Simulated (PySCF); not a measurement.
# Hartree-Fock beside MP2: B2ClH3O

All numbers below are calculated, not measured. The program is PySCF 2.14.0, an open-source quantum chemistry code, run on an isolated molecule that a program drew, which may never have been made. The molecule is B2ClH3O (charge 0, singlet), drawn as the SMILES string `BOBCl`.

The geometry was optimised and harmonic frequencies were computed with HF and MP2, all in the cc-pV(D+d)Z basis, for the commonest isotopes, with a restricted reference for singlets and an unrestricted one otherwise, and a frozen core in MP2. Each result is a local minimum of its method.

Geometry at the HF minimum:
```xyz
7
B2ClH3O, angstrom
B     0.6614    0.9246   -0.1501
O     0.2313    0.2332    0.9471
B    -0.1521    0.5794    2.1893
Cl    0.3721    2.1048    2.9280
H     1.1848    0.2916   -1.0200
H     0.4848    2.1059   -0.2303
H    -0.8359   -0.1517    2.8314
```

Lengths of the bonds as drawn, in Å (atoms numbered as above):
| bond | HF | MP2 |
|---|---|---|
| B1-O2 | 1.366 | 1.381 |
| O2-B3 | 1.345 | 1.370 |
| B3-Cl4 | 1.774 | 1.760 |
| B1-H5 | 1.196 | 1.203 |
| B1-H6 | 1.197 | 1.205 |
| B3-H7 | 1.189 | 1.198 |

Rotational constants, in GHz:
```
constant     HF    MP2
       A   17.7  17.25
       B  3.537  3.561
       C   2.98  2.998
```

Harmonic frequencies in cm^-1, each column in rising order, so a row needn't be the same motion in every method:
```
rank,HF,MP2
1,115,127
2,200,211
3,245,233
4,471,459
5,806,815
6,916,?
7,1035,998
8,1076,1029
9,1141,1089
10,1235,1186
11,1377,1316
12,1439,1366
13,2701,2644
14,2786,2738
15,2808,2744
```

**Estimate the missing MP2 frequency from the HF column.**

A single factor s that minimises the squared misfit of MP2 against s times HF over the other rows is sum(HF x MP2) / sum(HF^2) = 0.9738, with an rms misfit of 20 cm^-1. For rank 6 it gives 0.9738 x 916 = 892 cm^-1. The calculation gives 872 cm^-1, 20 cm^-1 below the estimate. The drawn bonds are on average 0.7 % longer in MP2 than in HF.
